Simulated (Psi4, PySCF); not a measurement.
HBrZn (SMILES [ZnH][Br]), singlet, at a GFN2-xTB geometry (such geometries of metal compounds can be far from the true shape). Base run: PBE0/6-31G, TDDFT (PySCF).

The PySCF input:
```python
from pyscf import gto, scf, dft, tdscf

mol = gto.Mole()
mol.atom = '''
    Zn   -0.000000   -0.000000   -1.155507
    H    -0.000000   -0.000000   -2.625582
    Br    0.000000    0.000000    1.065451
'''
mol.basis = '6-31g'
mol.charge = 0
mol.spin = 0
mol.verbose = 4
mol.build()

mf = dft.RKS(mol)
mf.xc = 'pbe0'
mf.kernel()
td = mf.TDDFT()
td.nstates = 5
td.kernel()
td.analyze()
```

Programs used: Psi4, PySCF; a row that names a program was run with it.

The base run was repeated with changes; each row names its change, and settings that it needs were set with it.

```csv
change,first excitation (eV),oscillator strength of the first,second (eV)
base,6.46,0.000,6.48
response = Tamm-Dancoff,6.46,0.000,6.48
states = triplets; response = Tamm-Dancoff,?,-,?
code = psi4,6.46,0.000,6.48
functional = pbe,5.82,0.000,5.87
basis = def2-SVP,?,?,?
guess vectors = 13 for 5 states,6.46,0.000,6.48
functional = m062x,6.49,0.000,6.58
functional = bhandhlyp,?,?,?
functional = hf,7.58,0.058,7.58
```

Problem. Fill in the missing entries.

Solution. 
- states = triplets; response = Tamm-Dancoff, first excitation (eV): 6.17
- states = triplets; response = Tamm-Dancoff, second (eV): 6.24
- basis = def2-SVP, first excitation (eV): 6.65
- basis = def2-SVP, oscillator strength of the first: 0.026
- basis = def2-SVP, second (eV): 6.65
- functional = bhandhlyp, first excitation (eV): 6.84
- functional = bhandhlyp, oscillator strength of the first: 0.050
- functional = bhandhlyp, second (eV): 6.84

An iterative solver can miss low states, so a row lists the states that it found.
